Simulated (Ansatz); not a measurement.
Reaction (hydrogenolysis of a Ga–Si bond): `[F][GaH][SiH3]` + H₂ → `[F][GaH2]` + SiH₄

Isolated molecules relaxed with PBE0-D4/def2-TZVP in Ansatz; ΔE leaves out vibrations. CBS: MP2 limit from def2 TZ/QZ plus the TZ coupled-cluster correction, frozen cores. This one scheme is used for every species. Functionals use def2-TZVPP. For Ga outer-core shells are correlated without core-valence functions, which leaves a few kJ/mol of doubt a bond. Scalar relativity is left out up to krypton.

`[F][GaH][SiH3]`:

```xyz
7

F     0.208   -1.769   -1.821
Ga    0.886   -0.907   -0.437
Si   -0.610    0.759    0.445
H     2.321   -1.410   -0.069
H    -1.846    0.099    0.944
H     0.019    1.507    1.566
H    -0.978    1.720   -0.629
```

H₂:

Z-matrix (Å, degrees):
```
H
H 1 0.746
```

`[F][GaH2]`:

```xyz
4

F    -0.806    0.266   -1.395
Ga    0.062   -0.020    0.108
H    -0.605    0.632    1.352
H     1.349   -0.878   -0.064
```

SiH₄:

Cartesian coordinates in Å:
```
Si 0.000 0.000 0.000
H 0.357 0.376 -1.391
H 0.456 -1.387 0.270
H -1.473 0.079 0.172
H 0.660 0.931 0.949
```

**Question.** Is it downhill or uphill in electronic energy at CCSD(T)/CBS, and by how much? (Estimate.)

**Answer.** The calculation gave: Nearly level: ΔE = +1.2 kJ/mol.

**Question.** What do these levels give: r2SCAN0-D4, B2PLYP, revPBE, r2SCAN0, HF/def2-TZVPP, HF/def2-QZVPP? (An estimate is asked.)

**Answer.** Ansatz gave: r2SCAN0-D4 0.3, B2PLYP -6.2, revPBE 7.1, r2SCAN0 -1.0, HF/def2-TZVPP -29.2, HF/def2-QZVPP -30.2 kJ/mol.

Largest T1 diagnostic among the species: 0.014.

In def2-TZVPP, CCSD(T) changes the Hartree–Fock value by +25.2 kJ/mol (the triples alone add +4.3 kJ/mol) and MP2 by +25.3 kJ/mol. The D4 term adds +6.4 kJ/mol with B3LYP and +3.5 kJ/mol with PBE0; it sums over pairs of atoms, weighted by their polarisabilities, and B3LYP, whose exchange is more repulsive, gets the larger term. From BLYP to BHLYP (50 % exact exchange), in def2-TZVPP and without D4, ΔE moves by −12.0 kJ/mol.

B3LYP here is the variant with VWN-RPA as its local correlation; programs differ in this.
